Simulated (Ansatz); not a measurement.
Pulling on the Si1–S2 bond in SiS (multiplicity 1 held). Energies count from the point at 1.938 Å.


Restricted levels (R-, RO-) in cc, def2 and unpolarised 6-31G sets keep to the state of the molecule at rest. U- levels take the lowest unrestricted solution at each point, which mixes spins at long bonds. Full CI gives the lowest state of the spin. Left out are points that failed, MP2 points in a non-variational dive below the minimum, coupled-cluster points behind a sign of a changed root (a jump of the amplitudes, or a one-step jump against full CI or MRCI), small-basis points behind a change of solution, and semi-empirical points at long bonds. Curves can end on different states.

Cores are frozen in the correlated methods.

Programs: Ansatz (Gaussian orbitals). Each number belongs to the level named beside it.

Energies in kcal/mol.

```csv
R (Å),U-HF/6-31G,R-MP2/6-31G,U-CCSD(T)/6-31G,R-CCSDT(Q)/6-31G,FCI/6-31G
1.550,134.9,145.9,146.1,146.4,146.4
1.744,31.2,37.1,37.3,37.5,37.5
1.938,0.0,0.0,0.0,0.0,0.0
2.132,3.0,-3.6,-4.0,-4.3,-4.2
2.326,13.6,8.0,8.0,5.5,5.7
2.616,28.7,40.2,30.8,25.0,28.4
2.907,39.4,89.0,53.3,-1.9,50.2
3.392,46.3,135.2,78.2,129.1,75.9
3.876,48.1,153.9,92.4,141.2,88.8
4.457,49.1,164.6,94.9,150.0,94.4
5.233,49.6,169.7,95.7,left out,96.2
6.202,49.9,171.1,96.1,154.2,96.7
7.752,50.0,171.5,96.2,left out,96.9
```

Doubts at one or more of the structures used: a spin-contaminated determinant (U-HF/6-31G, U-CCSD(T)/6-31G); a restricted determinant that unrestricted orbitals would lower (R-MP2/6-31G, R-CCSDT(Q)/6-31G); T1 above 0.05 (U-CCSD(T)/6-31G, R-CCSDT(Q)/6-31G); the program's own flag: large difference (U-CCSD(T)/6-31G).

Ansatz is a program for electronic structure.
